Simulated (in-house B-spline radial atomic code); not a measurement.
Configurations of Ru, with energies counted from [Kr] 4d7 5s1. Method: Dirac-Hartree-Fock, average of configuration, Fermi nucleus of rms radius 4.4809 fm. Calculated with a B-spline radial code for spherical atoms. Energies include first-order Breit, QED and recoil terms.

Occupations are held fixed; configurations that lie above the ionisation limit could autoionise.

```json
{"configuration": "[Kr] 4d7 5p1", "E - E(ref) (eV)": "2.7392", "highest orbital": "5p3/2", "its <r> (bohr)": "5.613"}
{"configuration": "[Kr] 4d7 5f1", "E - E(ref) (eV)": "5.3883", "highest orbital": "5f5/2", "its <r> (bohr)": "31.47"}
{"configuration": "[Kr] 4d7 9s1", "E - E(ref) (eV)": "5.5006", "highest orbital": "9s1/2", "its <r> (bohr)": "47.27"}
{"configuration": "[Kr] 4d6 5s1 9p1", "E - E(ref) (eV)": "7.773", "highest orbital": "9p3/2", "its <r> (bohr)": "53.59"}
{"configuration": "[Ar] 3d10 4s2 4p5 4d7 5s1 5g1", "E - E(ref) (eV)": "54.089", "highest orbital": "5g9/2", "its <r> (bohr)": "27.5"}
```

(1) Order these further configurations by energy, lowest first.
A. [Kr] 4d6 5s1 8p1
B. [Kr] 4d7 6s1
C. [Kr] 4d7 7s1
D. [Ar] 3d10 4s2 4p5 4d7 5s1 6f1
E. [Kr] 4d7 8s1

(2) How far above the reference does [Ar] 3d10 4s2 4p5 4d7 5s2 lie?

Results:

(1) B (3.9031 eV), C (4.8843 eV), E (5.2919 eV), A (7.6072 eV), D (54.255 eV).

(2) 47.909 eV; its least bound orbital is 5s1/2 with <r> = 3.379 bohr.
